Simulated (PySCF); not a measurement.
Record of a relaxation.

Compound: CH8PbSi.
SMILES with atom numbers: `[SiH3:1][CH2:2][PbH3:3]` (hydrogens: H4, H5, H6 on Si1; H7, H8 on C2; H9, H10, H11 on Pb3)

Method: PySCF 2.14.0, PBE0-D3(BJ)/def2-SVP geometry optimisation, gas phase, def2 core potentials past Kr; density fitting, grid level 1; the optimiser is geomeTRIC in internal coordinates, started from a GFN2-xTB structure with every atom displaced at random (about 0.01 Å). The frame can shift and turn from step to step; on so coarse a grid that alone can change the energy by a few meV, and forces under 0.02 eV/Å are noise.

Step 0: E = -14283.3089 eV, largest atomic force 0.977 eV/Å
```
atom  x, y, z in Å  |  force x, y, z in eV/Å
Si1     1.592    0.735   -0.103   -0.811  -0.416  -0.213
C2      0.462   -0.778   -0.050   -0.406   0.863   0.212
Pb3    -1.757   -0.263    0.116    0.564  -0.166   0.360
H4      2.998    0.319   -0.216    0.498  -0.052  -0.013
H5      1.218    1.557   -1.289    0.069   0.117  -0.066
H6      1.389    1.540    1.118    0.050   0.222   0.274
H7      0.692   -1.408    0.806    0.063  -0.288   0.364
H8      0.563   -1.368   -0.952    0.046  -0.367  -0.530
H9     -2.283    0.721   -1.190   -0.085   0.348  -0.541
H10    -2.094    0.617    1.594    0.090   0.081   0.173
H11    -2.741   -1.699    0.151   -0.078  -0.342  -0.021
```

Step 1: E = -14283.3698 eV, largest atomic force 0.298 eV/Å
```
atom  x, y, z in Å  |  force x, y, z in eV/Å
Si1     1.474    0.778   -0.162    0.295  -0.018   0.040
C2      0.537   -0.838   -0.069   -0.022  -0.206  -0.036
Pb3    -1.675   -0.574    0.166   -0.208   0.054   0.008
H4      2.952    0.521   -0.276   -0.084   0.045  -0.012
H5      1.056    1.586   -1.349   -0.051  -0.026  -0.009
H6      1.258    1.604    1.066   -0.053  -0.022  -0.002
H7      0.867   -1.451    0.787    0.007   0.096  -0.066
H8      0.688   -1.435   -0.986   -0.008   0.082   0.086
H9     -2.257    0.426   -1.184    0.019  -0.112   0.140
H10    -1.980    0.250    1.707    0.004  -0.051  -0.122
H11    -2.489   -2.153    0.173    0.101   0.159  -0.027
```

Step 2: E = -14283.3775 eV, largest atomic force 0.114 eV/Å
```
atom  x, y, z in Å  |  force x, y, z in eV/Å
Si1     1.488    0.772   -0.161    0.065  -0.007   0.013
C2      0.540   -0.839   -0.069   -0.081  -0.037  -0.002
Pb3    -1.682   -0.566    0.166    0.106   0.043   0.004
H4      2.963    0.531   -0.280   -0.011   0.010  -0.007
H5      1.051    1.572   -1.347   -0.015   0.002  -0.004
H6      1.257    1.593    1.069   -0.018  -0.001   0.002
H7      0.872   -1.448    0.786   -0.002   0.010   0.011
H8      0.689   -1.434   -0.984   -0.011   0.007   0.000
H9     -2.274    0.416   -1.168   -0.023   0.017  -0.031
H10    -1.996    0.250    1.693   -0.004   0.026   0.031
H11    -2.477   -2.133    0.167   -0.007  -0.069  -0.017
```

Step 3: E = -14283.3787 eV, largest atomic force 0.027 eV/Å
```
atom  x, y, z in Å  |  force x, y, z in eV/Å
Si1     1.490    0.770   -0.159    0.009  -0.001   0.001
C2      0.537   -0.840   -0.068    0.008  -0.009  -0.002
Pb3    -1.677   -0.561    0.166    0.001   0.021   0.017
H4      2.964    0.533   -0.282    0.004   0.001  -0.004
H5      1.046    1.568   -1.344   -0.003   0.004   0.002
H6      1.253    1.588    1.071   -0.005   0.000   0.001
H7      0.868   -1.448    0.788   -0.001  -0.004   0.012
H8      0.683   -1.435   -0.983   -0.001  -0.006  -0.008
H9     -2.275    0.418   -1.171   -0.013   0.005  -0.012
H10    -1.994    0.257    1.694   -0.002   0.007   0.002
H11    -2.464   -2.137    0.162    0.003  -0.018  -0.009
```

Step 4: E = -14283.3790 eV, largest atomic force under 0.02 eV/Å
```
atom  x, y, z in Å  |  force x, y, z in eV/Å
Si1     1.492    0.768   -0.159   -0.013  -0.002  -0.001
C2      0.538   -0.841   -0.068    0.013   0.005  -0.001
Pb3    -1.678   -0.557    0.166   -0.003   0.003   0.003
H4      2.966    0.534   -0.284    0.003  -0.002  -0.001
H5      1.045    1.568   -1.342    0.002   0.002   0.003
H6      1.254    1.585    1.072    0.003   0.000   0.000
H7      0.867   -1.448    0.789   -0.007  -0.002   0.003
H8      0.682   -1.436   -0.982   -0.003  -0.004  -0.001
H9     -2.281    0.418   -1.173    0.000  -0.006   0.005
H10    -1.998    0.262    1.694    0.001  -0.001  -0.007
H11    -2.457   -2.139    0.160    0.006   0.006  -0.003
```

**Question.** Summarise the path.

**Answer.** The energy falls by 0.0701 eV from step 0 to step 4; nine tenths of that is first reached at step 2. It falls at every step. The largest force goes from 0.977 to under 0.02 eV/Å. Among the bonds Pb3–H9 changes most, from 1.718 to 1.763 Å; the atoms move by 0.053 Å rms after alignment.

**Question.** Follow the three bonds and two angles with the largest change from start to end.

**Answer.** 
```tsv
step	E above end (eV)	largest force (eV/Å)	Pb3–H9 (Å)	C2–Pb3 (Å)	Si1–H4 (Å)	H10–Pb3–H11 (°)	H9–Pb3–H10 (°)
0	0.0701	0.977	1.718	2.284	1.470	106.8	107.2
1	0.0091	0.298	1.777	2.240	1.504	109.3	110.0
2	0.0014	0.114	1.759	2.252	1.499	109.4	109.9
3	0.0002	0.027	1.761	2.244	1.498	109.7	109.9
4	0.0000	under 0.02	1.763	2.246	1.498	109.8	109.9
```

What follows is the cost of the whole optimisation. Hardware: an Intel Xeon Platinum 8375C at 2.90 GHz with one thread, shared host. Cost: 20 s wall, 0.43 GiB resident at most.
